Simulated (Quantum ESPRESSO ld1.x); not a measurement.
The numbers below are computed, except where a source is named.
Question: Coherent X-ray form factor from a spherical all-electron density. Level of theory: scalar-relativistic Kohn-Sham, Slater X-alpha with alpha = 1, spin-unpolarised, spherical densities, point nucleus (ld1.x of Quantum ESPRESSO 7.5).

sin(theta)/lambda (1/angstrom),f0 (electrons)
0.05,58.384
0.1,56.640
0.15,54.038
0.2,50.932
0.25,47.657
0.3,44.464
0.4,38.820
0.5,34.255
0.6,30.494
0.8,24.569
1,20.395
1.25,17.068
1.5,14.828
2,11.138

The species is in the configuration that NIST lists as its ground one. Which atom or ion scatters so?

Answer: The samarium ion Sm3+, [Xe] 4f5. Extrapolating in s^2 from the first two rows gives f0(0) = 59.0, near the electron count 59; among species with that count, the fall with angle is slower the higher Z, and the table is that of Z = 62; from so few rows the species is fixed only to a neighbour or two.
